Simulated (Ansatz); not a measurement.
Reaction (ligand exchange at the Sn–C bond): `O[CH2][SnH2][SH]` + HCl → `[SH][SnH2][Cl]` + CH₃OH

Gas-phase electronic energies from Ansatz, PBE0-D4/def2-TZVP geometries. CCSD(T)/CBS adds triple-zeta CCSD(T) − MP2 to the extrapolated MP2 energy (def2 sets, frozen cores). This one scheme is used for every species. DFT in def2-TZVPP. B3LYP here is the variant with VWN-RPA as its local correlation; programs differ in this. Elements past krypton have def2 core potentials. For Sn outer-core shells are correlated without core-valence functions, which leaves a few kJ/mol of doubt a bond. One conformer a species, not always the lowest.

```csv
level,ΔE (kJ/mol)
PBE-D4,-107.8
ωB97M-V,-117.9
PBE,-111.4
r2SCAN,-119.0
PBE0,-119.0
B3LYP,-124.7
SCS-MP2/def2-TZVPP,-118.1
CCSD/CBS(def2),-120.5
```

Problem. What does CCSD(T)/CBS give? (An estimate is asked.)

Solution. The calculation gave: -115.7 kJ/mol. The listed levels differ from it by 7.9, -2.2, 4.3, -3.3, -3.3, -9.0, -2.4, -4.8 kJ/mol.

Largest T1 diagnostic among the species: 0.012.

In def2-TZVPP, CCSD(T) changes the Hartree–Fock value by +41.1 kJ/mol (the triples alone add +4.8 kJ/mol) and MP2 by +39.6 kJ/mol. From PBE to PBE0 (25 % exact exchange), in def2-TZVPP and without D4, ΔE moves by −7.6 kJ/mol.
